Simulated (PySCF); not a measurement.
Harmonic spectrum computed at PBE0 in the def2-TZVP basis family (core potentials from Rb on, PySCF, no spin–orbit coupling):

```csv
ω (cm⁻¹),IR (km/mol)
284,16.5
1014,184
1092,1.9
```

Question: Which molecule gave it? In each, all ligands are bound to the one heavy central atom.
A. SO₂⁺ (doublet)
B. NbO₂⁺ (singlet)
C. TcO₂⁺ (triplet)
D. WO₂⁺ (doublet)
E. RuO₂⁺ (doublet)

Answer: E. It has C2v symmetry with Ru–O 1.629 Å (×2).
